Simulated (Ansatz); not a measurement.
Co₂O₂⁻. The state is a quartet with charge -1. Geometry PBE-D4/def2-SVPD.

```xyz
4

Co   -0.848    0.463    0.433
Co    0.848   -0.464   -0.432
O     0.765    0.310    1.168
O    -0.765   -0.309   -1.168
```

At HF/STO-3G, r2SCAN-D4/def2-TZVPD, PBE0-D4/def2-TZVPD, BHLYP-D4/def2-TZVPD the charge -1 quartet is spin-contaminated (final ⟨S²⟩ up to 6.85, 3.75 for a pure state). At HF/STO-3G, LDA (SPW92)/def2-TZVPD, r2SCAN-D4/def2-TZVPD, PBE0-D4/def2-TZVPD and others the highest occupied level of the charge -1 quartet lies above zero (up to 0.94 eV). The electron is either unbound and held by the finite basis, or the level is raised by self-interaction error. The order of the spin states hangs on the level: the doublet lies 0.62 eV below the quartet at PBE0-D4/def2-TZVPD, but 0.35 eV above it at HF/STO-3G. The structure comes from a short search, and lower isomers may exist.

Task: Estimate the α-spin orbital energies around the gap (eV) in Ansatz with HF/STO-3G, LDA (SPW92)/def2-TZVPD, r2SCAN-D4/def2-TZVPD, PBE0-D4/def2-TZVPD, BHLYP-D4/def2-TZVPD.

Result: 
```
orbital  HF/STO-3G  LDA (SPW92)/def2-TZVPD  r2SCAN-D4/def2-TZVPD  PBE0-D4/def2-TZVPD  BHLYP-D4/def2-TZVPD
 HOMO−9     -10.87                   -3.15                 -3.54               -4.48                -7.45
 HOMO−8      -9.76                   -1.66                 -2.12               -3.92                -7.12
 HOMO−7      -9.58                   -0.57                 -2.00               -3.35                -6.79
 HOMO−6      -7.09                   -0.55                 -1.15               -2.54                -6.42
 HOMO−5      -6.71                   -0.42                 -1.12               -2.30                -5.35
 HOMO−4      -5.25                   -0.37                 -0.92               -2.17                -4.65
 HOMO−3      -4.99                   -0.13                 -0.58               -2.09                -4.40
 HOMO−2      -3.88                   -0.01                 -0.22               -1.17                -3.55
 HOMO−1      -1.91                    0.41                  0.08               -1.14                -3.24
   HOMO       0.57                    0.87                  0.19               -0.78                -3.20
   LUMO       8.65                    1.52                  1.55                2.58                 2.67
 LUMO+1      10.28                    1.62                  1.86                2.65                 3.69
 LUMO+2      10.79                    2.71                  2.99                3.39                 3.90
 LUMO+3      13.04                    3.59                  3.92                4.24                 4.25
 LUMO+4      14.87                    3.84                  4.21                4.33                 4.52
 LUMO+5      15.28                    4.21                  4.60                4.73                 5.04
 β HOMO       0.39                    0.94                  0.78                0.24                 0.08
 β LUMO      10.00                    1.14                  1.93                2.56                 2.75
```
